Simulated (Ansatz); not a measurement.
C3H8Si can be A, `C=C(C)[SiH3]`, or B, `CC(C)[SiH]`.

Computed with Ansatz on PBE0-D4/def2-TZVP structures; ΔE is electronic, products minus reactants. CCSD(T)/CBS adds triple-zeta CCSD(T) − MP2 to the extrapolated MP2 energy (def2 sets, frozen cores). Functionals use def2-TZVPP.

Question: Which is lower in electronic energy at CCSD(T)/CBS, and by how much? (Best estimate.)

Answer: Computed: A, by 26.1 kcal/mol.

Question: Give E(B) − E(A) in kcal/mol with ωB97M-V, HF/def2-TZVPP, MP2/def2-TZVPP, r2SCAN-D4, PBE0-D4, CCSD(T)/def2-SVP, LDA (SPW92). (An estimate is asked.)

Answer: Computed: ωB97M-V 23.1, HF/def2-TZVPP 34.7, MP2/def2-TZVPP 25.9, r2SCAN-D4 26.0, PBE0-D4 22.4, CCSD(T)/def2-SVP 25.4, LDA (SPW92) 17.7. None reverses the order clearly.

Question: Does the order hold for the free energy at 298.15 K (harmonic terms from PBE0-D4)? (Estimate.)

Answer: Ansatz gave: Yes: G(B) − G(A) = +29.8 kcal/mol.

Largest T1 diagnostic: 0.012.

From r2SCAN to r2SCAN0 (25 % exact exchange), in def2-TZVPP and without D4, E(B) − E(A) moves by −0.7 kcal/mol. In def2-TZVPP, CCSD(T) changes the Hartree–Fock value by −9.1 kcal/mol (the triples alone add −0.4 kcal/mol) and MP2 by −8.8 kcal/mol.
